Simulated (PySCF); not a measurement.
**`C[Si@H]1CC[Si@H]1[SiH2]P`, C$_{3}$H$_{13}$PSi$_{3}$**

Molfile (atoms numbered from 1):
```
C3H13PSi3
     RDKit          3D

 20 20  0  0  0  0  0  0  0  0999 V2000
   -0.6088    1.1141    2.2792 C   0  0  0  0  0  0  0  0  0  0  0  0
   -1.5788    0.2106    0.9172 Si  0  0  1  0  0  4  0  0  0  0  0  0
   -1.3955    0.9905   -0.8348 C   0  0  0  0  0  0  0  0  0  0  0  0
   -1.0683   -0.2576   -1.6808 C   0  0  0  0  0  0  0  0  0  0  0  0
   -0.4736   -1.4772   -0.3002 Si  0  0  1  0  0  4  0  0  0  0  0  0
    1.8506   -1.5694   -0.1788 Si  0  0  0  0  0  4  0  0  0  0  0  0
    2.5630    0.5576   -0.0481 P   0  0  0  0  0  0  0  0  0  0  0  0
   -1.0309    2.0922    2.4906 H   0  0  0  0  0  0  0  0  0  0  0  0
   -0.6142    0.5465    3.2045 H   0  0  0  0  0  0  0  0  0  0  0  0
    0.4273    1.2569    1.9820 H   0  0  0  0  0  0  0  0  0  0  0  0
   -2.9894    0.0985    1.3366 H   0  0  0  0  0  0  0  0  0  0  0  0
   -2.2514    1.5403   -1.2218 H   0  0  0  0  0  0  0  0  0  0  0  0
   -0.5484    1.6788   -0.8505 H   0  0  0  0  0  0  0  0  0  0  0  0
   -0.3572   -0.0409   -2.4779 H   0  0  0  0  0  0  0  0  0  0  0  0
   -1.9720   -0.6261   -2.1663 H   0  0  0  0  0  0  0  0  0  0  0  0
   -1.0014   -2.8377   -0.5322 H   0  0  0  0  0  0  0  0  0  0  0  0
    2.5894   -2.2624   -1.2488 H   0  0  0  0  0  0  0  0  0  0  0  0
    2.3462   -2.1698    1.0682 H   0  0  0  0  0  0  0  0  0  0  0  0
    2.2362    0.8749   -1.3513 H   0  0  0  0  0  0  0  0  0  0  0  0
    3.8720    0.2908   -0.3898 H   0  0  0  0  0  0  0  0  0  0  0  0
  1  2  1  0
  2  3  1  0
  3  4  1  0
  4  5  1  0
  5  6  1  0
  6  7  1  0
  5  2  1  0
  1  8  1  0
  1  9  1  0
  1 10  1  0
  2 11  1  1
  3 12  1  0
  3 13  1  0
  4 14  1  0
  4 15  1  0
  5 16  1  6
  6 17  1  0
  6 18  1  0
  7 19  1  0
  7 20  1  0
M  END
```

The calculation used PySCF 2.14.0, TDDFT PBE0/def2-SVPD circular dichroism and optical rotation, one conformer, gas phase. Geometry: GFN2-xTB.

The molecule is flexible and this is one conformer; a measurement averages over conformers.

Stereocentres: Si2 S, Si5 R.

Question: Give the optical rotatory dispersion at 633, 589.3, 546, 436, 405, 365, 355 nm.

Answer: [α] in deg dm⁻¹ (g/mL)⁻¹:
| λ (nm) | origin-invariant length gauge | modified velocity gauge | length gauge (centre of mass) | isotropic polarisability (au) |
| --- | --- | --- | --- | --- |
| 633 | -160.4 | -166.9 | -159.6 | 153.0 |
| 589.3 | -187.7 | -195.5 | -186.8 | 153.9 |
| 546 | -222.6 | -231.8 | -221.5 | 155.0 |
| 436 | -373.9 | -390.3 | -371.9 | 159.8 |
| 405 | -445.8 | -466.1 | -443.4 | 162.0 |
| 365 | -573.7 | -601.4 | -570.3 | 166.1 |
| 355 | -613.8 | -644.2 | -610.1 | 167.4 |

Question: And for the mirror image at 589.3 nm?

Answer: +187.7 deg dm⁻¹ (g/mL)⁻¹ (origin-invariant length gauge): the same size and the opposite sign.

Question: What is the molar rotation [Φ] = [α]·M/100 of the geometry above at 589.3 nm?

Answer: With M = 164.37 g/mol, -308.5 deg cm² dmol⁻¹ (origin-invariant length gauge).

The first excitation lies at 5.62 eV (221 nm) with R = -14.7 × 10⁻⁴⁰ esu² cm² (velocity form).
